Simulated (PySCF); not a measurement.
O₂S, charge +1, doublet, at a GFN2-xTB geometry (a state made from the parent by changing its charge; the spin is typed, not shown lowest); PBE0/6-31G* (PySCF).

Input for PySCF:
```python
from pyscf import gto, scf, dft

mol = gto.Mole()
mol.atom = '''
    S     0.011647   -0.003457    0.315727
    O    -0.031562    1.262969   -0.301200
    O     0.008268   -1.256054   -0.330254
'''
mol.basis = '6-31g*'
mol.charge = 1
mol.spin = 1
mol.verbose = 4
mol.build()

mf = dft.UKS(mol)
mf.xc = 'pbe0'
mf.diis = False
mf.damp = 0.3
mf.diis_start_cycle = 200
mf.max_cycle = 150
mf.kernel()
```

**Question.** Predict the main parts of the log of this PySCF run.

**Answer.** 
```
PySCF version 2.14.0

[INPUT] verbose = 4
[INPUT] num. atoms = 3
[INPUT] num. electrons = 31
[INPUT] charge = 1
[INPUT] spin (= nelec alpha-beta = 2S) = 1
[INPUT] symmetry False subgroup None
[INPUT] Mole.unit = angstrom
[INPUT] Symbol           X                Y                Z      unit          X                Y                Z       unit  Magmom
[...]
nuclear repulsion = 109.563112599884
number of shells = 20
number of NR pGTOs = 105
number of NR cGTOs = 46
basis = 6-31g*
ecp = {}

******** <class 'pyscf.dft.uks.UKS'> ********
method = UKS
initial guess = minao
damping factor = 0.3
level_shift factor = 0
DIIS disabled
SCF conv_tol = 1e-09
SCF conv_tol_grad = None
SCF max_cycles = 150
direct_scf = True
direct_scf_tol = 1e-13
number electrons alpha = 16  beta = 15
XC library pyscf.dft.libxc version 7.1.2
    S. Lehtola, C. Steigemann, M. J. T. Oliveira, and M. A. L. Marques,  SoftwareX 7, 1–5 (2018)
XC functionals = pbe0
    C. Adamo and V. Barone,  J. Chem. Phys. 110, 6158 (1999)
    M. Ernzerhof and G. E. Scuseria,  J. Chem. Phys. 110, 5029 (1999)
radial grids:
    Treutler-Ahlrichs [JCP 102, 346 (1995); DOI:10.1063/1.469408] (M4) radial grids

becke partition: Becke, JCP 88, 2547 (1988); DOI:10.1063/1.454033
pruning grids: <function nwchem_prune>
grids dens level: 3
symmetrized grids: False
atomic radii adjust function: <function treutler_atomic_radii_adjust>
small_rho_cutoff = 0
Set gradient conv threshold to 3.16228e-05
tot grids = 47048
init E= -549.064168785431

cycle= 1 E= -547.631343074053  delta_E= 1.43  |g|= 0.638  |ddm|= 1.84
cycle= 2 E= -547.606559758489  delta_E= 0.0248  |g|= 0.732  |ddm|=  1.1
cycle= 3 E= -547.554612194888  delta_E= 0.0519  |g|= 0.815  |ddm|=  1.1
cycle= 4 E= -547.49566318992  delta_E= 0.0589  |g|= 0.903  |ddm|= 1.21
cycle= 5 E= -547.436976084663  delta_E= 0.0587  |g|= 0.972  |ddm|= 1.32
cycle= 6 E= -547.363040046094  delta_E= 0.0739  |g|= 1.07  |ddm|= 1.44
cycle= 7 E= -547.295354401834  delta_E= 0.0677  |g|= 1.13  |ddm|= 1.54
cycle= 8 E= -547.203465935555  delta_E= 0.0919  |g|= 1.23  |ddm|= 1.67
cycle= 9 E= -547.132397120045  delta_E= 0.0711  |g|= 1.28  |ddm|= 1.77
cycle= 10 E= -547.024166131632  delta_E= 0.108  |g|= 1.39  |ddm|= 1.89
cycle= 11 E= -546.960101079249  delta_E= 0.0641  |g|= 1.43  |ddm|= 1.98
cycle= 12 E= -546.840514475746  delta_E= 0.12  |g|= 1.54  |ddm|= 2.09
cycle= 13 E= -546.794634082082  delta_E= 0.0459  |g|= 1.55  |ddm|= 2.17
cycle= 14 E= -546.670102576463  delta_E= 0.125  |g|= 1.67  |ddm|= 2.27
cycle= 15 E= -546.649965121429  delta_E= 0.0201  |g|= 1.65  |ddm|= 2.33
cycle= 16 E= -546.525906371382  delta_E= 0.124  |g|= 1.76  |ddm|= 2.41
cycle= 17 E= -546.533446776673  delta_E= -0.00754  |g|= 1.72  |ddm|= 2.45
cycle= 18 E= -546.412905724893  delta_E= 0.121  |g|= 1.83  |ddm|= 2.51
cycle= 19 E= -546.445553011474  delta_E= -0.0326  |g|= 1.77  |ddm|= 2.54
cycle= 20 E= -546.329053184687  delta_E= 0.116  |g|= 1.88  |ddm|= 2.58
cycle= 21 E= -546.382392524039  delta_E= -0.0533  |g|= 1.81  |ddm|= 2.61
cycle= 22 E= -546.267141456358  delta_E= 0.115  |g|= 1.92  |ddm|= 2.64
cycle= 23 E= -546.338496016468  delta_E= -0.0714  |g|= 1.83  |ddm|= 2.65
cycle= 24 E= -546.210446788812  delta_E= 0.128  |g|= 1.95  |ddm|= 2.67
cycle= 25 E= -546.308522093228  delta_E= -0.0981  |g|= 1.85  |ddm|= 2.68
cycle= 26 E= -546.100635432344  delta_E= 0.208  |g|= 1.99  |ddm|=  2.7
cycle= 27 E= -546.284567917484  delta_E= -0.184  |g|= 1.85  |ddm|= 2.71
cycle= 28 E= -545.722745942373  delta_E= 0.562  |g|= 2.09  |ddm|= 2.77
cycle= 29 E= -546.084807022493  delta_E= -0.362  |g|= 1.93  |ddm|= 2.81
cycle= 30 E= -544.096627733641  delta_E= 1.99  |g|= 2.54  |ddm|=  3.1
cycle= 31 E= -541.014343252546  delta_E= 3.08  |g|= 3.53  |ddm|= 3.53
cycle= 32 E= -534.857125042558  delta_E= 6.16  |g|= 4.29  |ddm|= 5.07
cycle= 33 E= -525.122490142619  delta_E= 9.73  |g|= 5.08  |ddm|= 6.72
cycle= 34 E= -517.771987827857  delta_E= 7.35  |g|= 5.16  |ddm|= 7.87
cycle= 35 E= -516.994488543081  delta_E= 0.777  |g|= 5.09  |ddm|= 8.53
[...]
cycle= 100 E= -517.178776308882  delta_E= -0.000111  |g|= 5.02  |ddm|=  8.8
cycle= 101 E= -517.178665740174  delta_E= 0.000111  |g|= 5.02  |ddm|=  8.8
cycle= 102 E= -517.178776308884  delta_E= -0.000111  |g|= 5.02  |ddm|=  8.8
cycle= 103 E= -517.178665740174  delta_E= 0.000111  |g|= 5.02  |ddm|=  8.8
cycle= 104 E= -517.178776308883  delta_E= -0.000111  |g|= 5.02  |ddm|=  8.8
cycle= 105 E= -517.178665740174  delta_E= 0.000111  |g|= 5.02  |ddm|=  8.8
cycle= 106 E= -517.178776308883  delta_E= -0.000111  |g|= 5.02  |ddm|=  8.8
cycle= 107 E= -517.178665740173  delta_E= 0.000111  |g|= 5.02  |ddm|=  8.8
cycle= 108 E= -517.178776308884  delta_E= -0.000111  |g|= 5.02  |ddm|=  8.8
cycle= 109 E= -517.178665740174  delta_E= 0.000111  |g|= 5.02  |ddm|=  8.8
cycle= 110 E= -517.178776308883  delta_E= -0.000111  |g|= 5.02  |ddm|=  8.8
cycle= 111 E= -517.178665740173  delta_E= 0.000111  |g|= 5.02  |ddm|=  8.8
cycle= 112 E= -517.178776308883  delta_E= -0.000111  |g|= 5.02  |ddm|=  8.8
cycle= 113 E= -517.178665740175  delta_E= 0.000111  |g|= 5.02  |ddm|=  8.8
cycle= 114 E= -517.178776308883  delta_E= -0.000111  |g|= 5.02  |ddm|=  8.8
cycle= 115 E= -517.178665740174  delta_E= 0.000111  |g|= 5.02  |ddm|=  8.8
cycle= 116 E= -517.178776308883  delta_E= -0.000111  |g|= 5.02  |ddm|=  8.8
cycle= 117 E= -517.178665740174  delta_E= 0.000111  |g|= 5.02  |ddm|=  8.8
cycle= 118 E= -517.178776308883  delta_E= -0.000111  |g|= 5.02  |ddm|=  8.8
cycle= 119 E= -517.178665740174  delta_E= 0.000111  |g|= 5.02  |ddm|=  8.8
cycle= 120 E= -517.178776308883  delta_E= -0.000111  |g|= 5.02  |ddm|=  8.8
cycle= 121 E= -517.178665740174  delta_E= 0.000111  |g|= 5.02  |ddm|=  8.8
cycle= 122 E= -517.178776308883  delta_E= -0.000111  |g|= 5.02  |ddm|=  8.8
cycle= 123 E= -517.178665740174  delta_E= 0.000111  |g|= 5.02  |ddm|=  8.8
cycle= 124 E= -517.178776308883  delta_E= -0.000111  |g|= 5.02  |ddm|=  8.8
cycle= 125 E= -517.178665740174  delta_E= 0.000111  |g|= 5.02  |ddm|=  8.8
cycle= 126 E= -517.178776308883  delta_E= -0.000111  |g|= 5.02  |ddm|=  8.8
cycle= 127 E= -517.178665740175  delta_E= 0.000111  |g|= 5.02  |ddm|=  8.8
cycle= 128 E= -517.178776308883  delta_E= -0.000111  |g|= 5.02  |ddm|=  8.8
cycle= 129 E= -517.178665740174  delta_E= 0.000111  |g|= 5.02  |ddm|=  8.8
cycle= 130 E= -517.178776308883  delta_E= -0.000111  |g|= 5.02  |ddm|=  8.8
cycle= 131 E= -517.178665740174  delta_E= 0.000111  |g|= 5.02  |ddm|=  8.8
cycle= 132 E= -517.178776308883  delta_E= -0.000111  |g|= 5.02  |ddm|=  8.8
cycle= 133 E= -517.178665740173  delta_E= 0.000111  |g|= 5.02  |ddm|=  8.8
cycle= 134 E= -517.178776308883  delta_E= -0.000111  |g|= 5.02  |ddm|=  8.8
cycle= 135 E= -517.178665740174  delta_E= 0.000111  |g|= 5.02  |ddm|=  8.8
cycle= 136 E= -517.178776308884  delta_E= -0.000111  |g|= 5.02  |ddm|=  8.8
cycle= 137 E= -517.178665740175  delta_E= 0.000111  |g|= 5.02  |ddm|=  8.8
cycle= 138 E= -517.178776308883  delta_E= -0.000111  |g|= 5.02  |ddm|=  8.8
cycle= 139 E= -517.178665740173  delta_E= 0.000111  |g|= 5.02  |ddm|=  8.8
cycle= 140 E= -517.178776308884  delta_E= -0.000111  |g|= 5.02  |ddm|=  8.8
cycle= 141 E= -517.178665740173  delta_E= 0.000111  |g|= 5.02  |ddm|=  8.8
cycle= 142 E= -517.178776308883  delta_E= -0.000111  |g|= 5.02  |ddm|=  8.8
cycle= 143 E= -517.178665740173  delta_E= 0.000111  |g|= 5.02  |ddm|=  8.8
cycle= 144 E= -517.178776308883  delta_E= -0.000111  |g|= 5.02  |ddm|=  8.8
cycle= 145 E= -517.178665740174  delta_E= 0.000111  |g|= 5.02  |ddm|=  8.8
cycle= 146 E= -517.178776308884  delta_E= -0.000111  |g|= 5.02  |ddm|=  8.8
cycle= 147 E= -517.178665740174  delta_E= 0.000111  |g|= 5.02  |ddm|=  8.8
cycle= 148 E= -517.178776308883  delta_E= -0.000111  |g|= 5.02  |ddm|=  8.8
cycle= 149 E= -517.178665740174  delta_E= 0.000111  |g|= 5.02  |ddm|=  8.8
cycle= 150 E= -517.178776308883  delta_E= -0.000111  |g|= 5.02  |ddm|=  8.8
SCF not converged.
SCF energy = -517.178776308883 after 150 cycles  <S^2> = 0.75031492  2S+1 = 2.0003149
```

The run did not converge; its last values are not results.
